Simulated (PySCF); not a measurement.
CH2Cl, SMILES [CH2]Cl (connectivity only; charge and spin as stated), charge +1, multiplicity 1. Coordinates come from a PBE-D3(BJ)/def2-TZVP optimisation. The multiplicity is an assumed one; other spin states were not compared. The isomer is the one that the SMILES or the coordinates give; other isomers of the formula were not compared.

TDA-ωB97X/def2-TZVPD in PySCF puts the lowest singlet excitations at 3.59, 7.58, 7.77, 8.18, 9.35, 11.20 eV.

Q: What are the lowest excitation roots from ADC(2)/aug-cc-pVDZ (PySCF)? (Estimate from the structure and the level; the computed values follow.)

A: 3.34, 6.57, 7.90, 8.69, 9.63, 10.69 eV. S1 differs by -0.25 eV (second minus first; roots are paired by order, and the bases may differ).
